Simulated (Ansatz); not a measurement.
Compare A (`C[SiH](Cl)CCl`) with its isomer B (`C[SiH2]C(Cl)Cl`).

Isolated molecules relaxed with PBE0-D4/def2-TZVP in Ansatz; ΔE leaves out vibrations. CCSD(T)/CBS is the MP2 limit (def2-TZVPP, def2-QZVPP) plus CCSD(T) − MP2 in def2-TZVPP, frozen cores. Functionals use def2-TZVPP. B3LYP here is the variant with VWN-RPA as its local correlation; programs differ in this. Each species was taken in one conformer, which may not be the lowest.

A:

Z-matrix (Å, degrees):
```
C
Si 1 1.853
H 1 1.092 2 110.0
H 1 1.092 2 110.5 3 -119.9
H 1 1.092 2 110.7 3 120.1
Cl 2 2.067 1 109.6 3 -177.7
C 2 1.877 1 112.0 3 -60.1
H 2 1.481 1 112.4 3 62.9
Cl 7 1.788 2 107.9 1 62.4
H 7 1.090 2 112.1 1 -179.0
H 7 1.090 2 112.3 1 -56.3
```

B:

```xyz
11

C    -0.4231   -1.5162   -0.0390
Si    0.7949   -0.1259    0.1568
C    -0.0877    1.5457   -0.0605
Cl   -0.7845    1.6505   -1.6932
Cl   -1.3394    1.7319    1.1890
H    -1.2143   -1.4408    0.7095
H     0.0768   -2.4795    0.0839
H    -0.8797   -1.4889   -1.0302
H     1.8689   -0.1720   -0.8701
H     1.4099   -0.1050    1.5101
H     0.5781    2.4002    0.0436
```

(1) Which isomer does CCSD(T)/CBS put lower? Give the gap. (An estimate is asked.)

(2) Give E(B) − E(A) in kJ/mol with B3LYP, ωB97M-V, HF/def2-TZVPP, B3LYP-D4, PBE0-D4, CCSD(T)/def2-TZVPP, CCSD/def2-TZVPP. (An estimate is asked.)

Largest T1 diagnostic: 0.010.

Answers

(1) Ansatz gave: A, by 178.2 kJ/mol.

(2) Ansatz gave: B3LYP 177.5, ωB97M-V 179.3, HF/def2-TZVPP 192.7, B3LYP-D4 175.1, PBE0-D4 177.2, CCSD(T)/def2-TZVPP 176.6, CCSD/def2-TZVPP 180.2. None reverses the order clearly.

From PBE to PBE0 (25 % exact exchange), in def2-TZVPP and without D4, E(B) − E(A) moves by +8.3 kJ/mol. In def2-TZVPP, CCSD(T) changes the Hartree–Fock value by −16.1 kJ/mol (the triples alone add −3.5 kJ/mol) and MP2 by −12.3 kJ/mol.
